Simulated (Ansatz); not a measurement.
Species: SrCl, net charge 1, singlet state. SMILES: [Cl][Sr+]
Geometry from a B3LYP-D3(BJ)/def2-TZVP (Ansatz, a program for electronic structure) optimisation:
```xyz
2

Sr     0.0000     0.0000    -0.7671
Cl     0.0000     0.0000     1.7148
```
Charge +1, spin multiplicity 1.

Quantity: vertical electron affinity (to the doublet state of charge +0; a negative value means that the extra electron is unbound and the number depends on the basis; each state is the SCF solution reached for its spin), in eV. Valence correlation only, unless marked. Open shells are spin-unrestricted. Spin-orbit coupling is left out. The frozen core is the preceding noble-gas configuration, with the filled d and f shells of earlier blocks. The outer core of K, Ca and their heavier congeners is not correlated, a term that matters for these elements. In def2 rows, elements after Kr have scalar-relativistic effective core potentials. CBS marks a two-point X^-3 extrapolation of the correlation energy; Hartree-Fock from the larger set.

| level | program | vertical electron affinity (eV) |
|---|---|---|
| SVWN5/def2-TZVPD | Ansatz | 5.73 |
| PBE/def2-TZVPD | Ansatz | 5.58 |
| r2SCAN/def2-TZVPD | Ansatz | 5.46 |
| B3LYP/def2-TZVPD | Ansatz | 5.68 |
| PBE0/def2-TZVPD | Ansatz | 5.56 |
| BHLYP/def2-TZVPD | Ansatz | 5.55 |
| CAM-B3LYP/def2-TZVPD | Ansatz | 5.66 |
| wB97M-V/def2-TZVPD | Ansatz | 5.43 |
| wB97X-V/def2-TZVPD | Ansatz | 5.42 |
| wB97X/def2-TZVPD | Ansatz | 5.28 |
| CCSD/def2-SVPD | Ansatz | 5.27 |
| CCSD/def2-TZVPPD | Ansatz | 5.25 |
| CCSD/def2-QZVPPD | Ansatz | 5.25 |
| CCSD/CBS(def2-TZVPPD,def2-QZVPPD) | Ansatz | 5.25 |
| CCSD(T)/def2-SVPD | Ansatz | 5.27 |
| CCSD(T)/def2-TZVPPD | Ansatz | 5.25 |
| CCSD(T)/def2-QZVPPD | Ansatz | 5.25 |
| CCSD(T)/CBS(def2-TZVPPD,def2-QZVPPD) | Ansatz | 5.26 |
